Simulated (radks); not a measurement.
Valence configurations of Cs I (all share [Xe]). All-electron calculation, Dirac Kohn-Sham, BLYP, spin-unpolarised, spherical densities, point nucleus; open shells fill j = l - 1/2 first. Program: a radial shooting solver on a logarithmic mesh with Libxc functionals. Energies are relative to 6s1; eigenvalues in eV.

valence      E (eV)  e(5d3/2)  e(6p1/2)  e(6s1/2)
6s1           0.000         -         -    -2.015
5d1           1.701    -0.486         -         -
6p1           1.401         -    -1.158         -
6s0.5 6p0.5   0.683         -    -0.940    -2.341

NIST lists [Xe] 6s1 as the ground configuration; this level of theory agrees among the configurations tried. The energies are those of spherical spin-averaged densities, not of single terms. No valid solution was reached for [Xe] 4f1; [Xe] 4f0.5 6s0.5.
